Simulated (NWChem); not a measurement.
# SnSi2H6, singlet; SMILES [SiH3][Sn][SiH3]

Low-valent species are run as closed-shell singlets; no triplet was tried in these runs. def2 effective core potentials on Sn; no spin-orbit coupling.

Question: Give the equilibrium geometry at PBE0/def2-SVP with def2 effective core potentials on Sn (NWChem) as a Z-matrix, with the point group.

Answer: point group C2; any orientation.
```
Si
H 1 1.4983
H 1 1.4997 2 107.90
H 1 1.5035 2 107.27 3 -115.32
Sn 1 2.6551 2 114.23 4 -116.31
Si 5 2.6554 1 85.87 2 -161.37
H 6 1.4982 5 114.24 1 -161.47
H 6 1.4997 7 107.90 5 -128.35
H 6 1.5035 7 107.27 8 -115.33
```
